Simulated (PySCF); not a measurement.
**Zr (zirconium, neutral): LC-wPBE calculation**

Configuration: [Kr] 4d4, high-spin 5D determinant (an excited configuration). Calculation: PySCF 2.14, in ANO-RCC-VDZP; the spin-free X2C one-electron Hamiltonian (Gaussian nucleus).

```json
{
  "Total energy": "-3597.67 hartree",
  "One-electron energy": "-4972.98 hartree",
  "Hartree (Coulomb) energy": "1490.26 hartree",
  "Exchange-correlation energy": "-114.95 hartree",
  "⟨S²⟩": "6.0035",
  "⟨L²⟩": "6.007",
  "Sum of ⟨r⟩": "30.01 bohr",
  "Sum of ⟨r²⟩": "50.59 bohr²",
  "Traceless quadrupole moment −½Σ⟨3z² − r²⟩ along its main axis": "-2.09 e·bohr²",
  "Langevin diamagnetic susceptibility": "-40.1 ×10⁻⁶ cm³/mol",
  "Time after the integrals": "about 8 core-seconds"
}
```

| shell | electrons | mean orbital energy (eV) | spread (eV) | rms radius, mean of both spins (bohr) |
| --- | --- | --- | --- | --- |
| 1s β | 1 | -17800.2 | 0 | 0.0426 |
| 1s α | 1 | -17800.1 | 0 | 0.0426 |
| 2s α | 1 | -2467.3 | 0 | 0.176 |
| 2s β | 1 | -2467.1 | 0 | 0.176 |
| 2p α | 3 | -2200.6 | 0.071 | 0.156 |
| 2p β | 3 | -2200.5 | 0.106 | 0.156 |
| 3s α | 1 | -404.65 | 0 | 0.490 |
| 3s β | 1 | -404.55 | 0 | 0.490 |
| 3p α | 3 | -317.59 | 0.200 | 0.498 |
| 3p β | 3 | -317.49 | 0.235 | 0.498 |
| 3d α | 5 | -174.52 | 0.183 | 0.497 |
| 3d β | 5 | -174.35 | 0.286 | 0.497 |
| 4s α | 1 | -55.261 | 0 | 1.31 |
| 4s β | 1 | -53.815 | 0 | 1.31 |
| 4p α | 3 | -33.085 | 0.157 | 1.50 |
| 4p β | 3 | -30.789 | 0.822 | 1.50 |
| 4d α | 4 | -4.052 | 0.593 | 2.69 |

Densities and radii are taken from the X2C orbitals without a picture-change correction, which distorts them close to the nucleus.
